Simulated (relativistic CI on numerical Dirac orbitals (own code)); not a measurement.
## Energy levels of Rh³⁵⁺

Computed by Dirac-Coulomb-Breit CI, separate exchange-only KLI orbitals for each configuration, a model potential for QED, unscaled Slater integrals (own radial code, finite nucleus).

CI space (outside the closed core 1s2): 2s2.2p6, 2s2.2p5.3s, 2s2.2p5.3p, 2s2.2p5.3d, 2s.2p6.3s, 2s.2p6.3p, 2s.2p6.3d, 2s2.2p5.4s, 2s2.2p5.4p, 2s2.2p5.4d, 2s2.2p5.4f, 2s.2p6.4s, 2s.2p6.4p, 2s.2p6.4d, 2s2.2p4.3s2, 2s.2p6.4f, 2s2.2p5.5s, 2s2.2p5.5p, 2s2.2p4.3s.3p, 2s2.2p5.5d, 2s2.2p5.5f, 2s2.2p5.5g, 2s2.2p4.3p2, 2s2.2p4.3s.3d, 2s2.2p4.3p.3d, 2s.2p5.3s2, 2s2.2p4.3d2, 2s.2p5.3s.3p, 2s.2p6.5s, 2s.2p5.3p2, 2s.2p6.5p, 2s.2p5.3s.3d, 2s.2p6.5d, 2s.2p6.5f, 2s.2p6.5g, 2s.2p5.3p.3d. Levels of other configurations are missing.

| No. | Configuration | Term | J | E (eV) | % | Next component (%) | Landé g |
| --- | --- | --- | --- | --- | --- | --- | --- |
| 1 | 2s2.2p6 | 1S | 0 | 0.00 | 100 |  |  |
| 2 | 2s2.2p5.3s | 3P° | 2 | 2787.78 | 100 |  | 1.490 |
| 3 | 2s2.2p5.3s | 1P° | 1 | 2792.13 | 65 | 35 3P° | 1.163 |
| 4 | 2s2.2p5.3p | 3P | 1 | 2859.10 | 45 | 42 3S | 1.596 |
| 5 | 2s2.2p5.3p | 3D | 2 | 2861.81 | 52 | 33 1D | 1.154 |
| 6 | 2s2.2p5.3p | 3D | 3 | 2897.51 | 100 |  | 1.326 |
| 7 | 2s2.2p5.3p | 1P | 1 | 2897.58 | 58 | 29 3S | 1.242 |
| 8 | 2s2.2p5.3p | 3P | 2 | 2904.00 | 67 | 33 1D | 1.328 |
| 9 | 2s2.2p5.3p | 3P | 0 | 2929.91 | 55 | 45 1S |  |
| 10 | 2s2.2p5.3s | 3P° | 0 | 2936.40 | 100 |  |  |
| 11 | 2s2.2p5.3s | 3P° | 1 | 2938.36 | 64 | 35 1P° | 1.313 |
| 12 | 2s2.2p5.3d | 3P° | 0 | 2982.99 | 100 |  |  |
| 13 | 2s2.2p5.3d | 3P° | 1 | 2986.91 | 79 | 21 3D° | 1.285 |
| 14 | 2s2.2p5.3d | 3F° | 3 | 2990.85 | 56 | 37 1F° | 1.062 |
| 15 | 2s2.2p5.3d | 3D° | 2 | 2993.48 | 57 | 26 3P° | 1.175 |
| 16 | 2s2.2p5.3d | 3F° | 4 | 2996.16 | 100 |  | 1.243 |
| 17 | 2s2.2p5.3d | 1D° | 2 | 2999.63 | 60 | 29 3P° | 1.100 |
| 18 | 2s2.2p5.3d | 3D° | 3 | 3004.86 | 69 | 29 1F° | 1.227 |
| 19 | 2s2.2p5.3p | 3D | 1 | 3008.47 | 72 | 24 1P | 0.657 |
| 20 | 2s2.2p5.3d | 1P° | 1 | 3021.74 | 55 | 35 3D° | 0.868 |
| 21 | 2s2.2p5.3p | 1S | 0 | 3035.04 | 54 | 45 3P |  |
| 22 | 2s2.2p5.3p | 3P | 1 | 3047.00 | 53 | 25 3S | 1.473 |
| 23 | 2s2.2p5.3p | 3D | 2 | 3049.00 | 48 | 34 1D | 1.160 |
| 24 | 2s2.2p5.3d | 3F° | 2 | 3138.75 | 73 | 22 1D° | 0.765 |
| 25 | 2s2.2p5.3d | 3P° | 2 | 3147.45 | 43 | 39 3D° | 1.270 |
| 26 | 2s2.2p5.3d | 3F° | 3 | 3149.64 | 42 | 34 1F° | 1.108 |
| 27 | 2s2.2p5.3d | 1P° | 1 | 3153.99 | 44 | 44 3D° | 0.839 |
| 28 | 2s.2p6.3s | 3S | 1 | 3182.62 | 99 | 1 2s2.2p5.3p 3S | 1.990 |
| 29 | 2s.2p6.3s | 1S | 0 | 3197.16 | 100 |  |  |
| 30 | 2s.2p6.3p | 3P° | 0 | 3255.06 | 100 |  |  |
| 31 | 2s.2p6.3p | 3P° | 1 | 3256.54 | 72 | 28 1P° | 1.350 |
| 32 | 2s.2p6.3p | 3P° | 2 | 3293.26 | 100 |  | 1.494 |
| 33 | 2s.2p6.3p | 1P° | 1 | 3296.69 | 72 | 28 3P° | 1.138 |
| 34 | 2s.2p6.3d | 3D | 1 | 3381.79 | 100 |  | 0.497 |
| 35 | 2s.2p6.3d | 3D | 2 | 3383.73 | 92 | 8 1D | 1.148 |
| 36 | 2s.2p6.3d | 3D | 3 | 3389.97 | 100 |  | 1.328 |
| 37 | 2s.2p6.3d | 1D | 2 | 3400.08 | 92 | 8 3D | 1.010 |
| 38 | 2s2.2p5.4s | 3P° | 2 | 3802.22 | 100 |  | 1.491 |
| 39 | 2s2.2p5.4s | 1P° | 1 | 3803.70 | 66 | 34 3P° | 1.156 |
| 40 | 2s2.2p5.4p | 3P | 1 | 3831.84 | 48 | 39 3S | 1.576 |
| 41 | 2s2.2p5.4p | 3D | 2 | 3832.62 | 51 | 33 1D | 1.154 |
| 42 | 2s2.2p5.4p | 3D | 3 | 3847.24 | 100 |  | 1.327 |
| 43 | 2s2.2p5.4p | 1P | 1 | 3847.42 | 60 | 30 3S | 1.247 |
| 44 | 2s2.2p5.4p | 3P | 2 | 3849.60 | 67 | 33 1D | 1.329 |
| 45 | 2s2.2p5.4p | 1S | 0 | 3859.50 | 61 | 39 3P |  |
| 46 | 2s2.2p5.4d | 3P° | 0 | 3879.65 | 100 |  |  |
| 47 | 2s2.2p5.4d | 3P° | 1 | 3881.13 | 76 | 24 3D° | 1.258 |
| 48 | 2s2.2p5.4d | 3F° | 3 | 3882.38 | 55 | 38 1F° | 1.063 |
| 49 | 2s2.2p5.4d | 3D° | 2 | 3883.39 | 59 | 20 3P° | 1.142 |
| 50 | 2s2.2p5.4d | 3F° | 4 | 3884.92 | 100 |  | 1.245 |
| 51 | 2s2.2p5.4d | 1D° | 2 | 3886.17 | 59 | 32 3P° | 1.130 |
| 52 | 2s2.2p5.4d | 3D° | 3 | 3888.02 | 70 | 28 1F° | 1.229 |
| 53 | 2s2.2p5.4d | 1P° | 1 | 3894.34 | 63 | 28 3D° | 0.906 |
| 54 | 2s2.2p5.4f | 3D | 1 | 3903.99 | 100 |  | 0.504 |
| 55 | 2s2.2p5.4f | 3G | 4 | 3904.45 | 51 | 47 1G | 1.023 |
| 56 | 2s2.2p5.4f | 3D | 2 | 3905.02 | 71 | 29 3F | 1.021 |
| 57 | 2s2.2p5.4f | 3G | 5 | 3905.85 | 100 |  | 1.195 |
| 58 | 2s2.2p5.4f | 3F | 3 | 3905.87 | 56 | 21 3G | 1.016 |
| 59 | 2s2.2p5.4f | 1D | 2 | 3906.66 | 66 | 26 3F | 0.926 |
| 60 | 2s2.2p5.4f | 1F | 3 | 3907.00 | 51 | 37 3D | 1.117 |
| 61 | 2s2.2p5.4f | 3F | 4 | 3907.53 | 73 | 19 1G | 1.182 |
| 62 | 2s2.2p5.4s | 3P° | 0 | 3951.25 | 100 |  |  |
| 63 | 2s2.2p5.4s | 3P° | 1 | 3951.99 | 66 | 34 1P° | 1.321 |
| 64 | 2s2.2p5.4p | 3D | 1 | 3980.90 | 74 | 23 1P | 0.657 |
| 65 | 2s2.2p5.4p | 3P | 0 | 3988.74 | 61 | 39 1S |  |
| 66 | 2s2.2p5.4p | 3P | 1 | 3996.68 | 51 | 28 3S | 1.492 |
| 67 | 2s2.2p5.4p | 3D | 2 | 3997.24 | 49 | 34 1D | 1.161 |
| 68 | 2s2.2p5.4d | 3F° | 2 | 4031.03 | 74 | 21 1D° | 0.762 |
| 69 | 2s2.2p5.4d | 3P° | 2 | 4034.84 | 46 | 37 3D° | 1.284 |
| 70 | 2s2.2p5.4d | 3F° | 3 | 4035.62 | 44 | 34 1F° | 1.108 |

Energies count from the lowest computed level; ° marks odd parity.

The mean weight of the leading LS term, summed over parents, in these 70 levels is 71 %, and that of the leading jj configuration (from the same eigenvectors) 97 %, so jj coupling describes them better and the LS labels are nominal.

At this charge energies of transitions that change n are usually good to better than 1 %, and those within a shell (Δn = 0) to a few per cent.

LS names give the leading component of a level, which can be under half, so a name can repeat, a term be missing and a line seem to break the LS rules.
